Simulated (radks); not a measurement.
Results of a calculation; reference values are marked as such.
How relativity changes the ionisation of neutral zirconium ([Kr] 4d2 5s2) to Zr+ ([Kr] 4d2 5s1). Spin-unpolarised spherical Kohn-Sham, PBE, point nucleus unless stated (finite: rms radius 4.2694 fm), a radial shooting solver on a logarithmic mesh with Libxc functionals. A level marked "c x" has the speed of light scaled by that factor and shares open shells by 2j + 1; other Dirac levels either fill j = l - 1/2 first or share by 2j + 1.

level                               E(Zr) (hartree)  E(Zr+) (hartree)  IE (eV)   HOMO  <r> HOMO (bohr)
non-rel.                                -3540.45846       -3540.20411    6.921     4d            2.240
scalar-rel.                             -3598.53102       -3598.26873    7.137     4d            2.298
scalar-rel., finite nucleus             -3598.48923       -3598.22694    7.137     4d            2.298
Dirac, 2j+1 shares                      -3598.95598       -3598.69368    7.138  4d5/2            2.310
Dirac, low j first                      -3598.96165       -3598.69990    7.123  4d3/2            2.286
Dirac, 2j+1 shares, finite nucleus      -3598.91413       -3598.65183    7.137  4d5/2            2.310
Dirac, c x 1.25                         -3577.32252       -3577.06321    7.056  4d5/2            2.284
Dirac, c x 2                            -3554.62534       -3554.36910    6.973  4d5/2            2.256
Dirac, c x 100                          -3540.46407       -3540.20972    6.921  4d5/2            2.240

NIST Atomic Spectra Database: 6.634 eV (measured). The relativistic part of the total energy of Zr is -58.46 hartree (Dirac, 2j+1 shares, finite nucleus), 1.7 % of the non-relativistic value. Spin polarisation and multiplet splitting of open shells are left out at every level.

Beside tabulated values, note that relativity, absent from the non-relativistic runs, is large for the heavy elements, and spin-unpolarised runs miss the spin-polarisation part of the exchange energy of open shells.
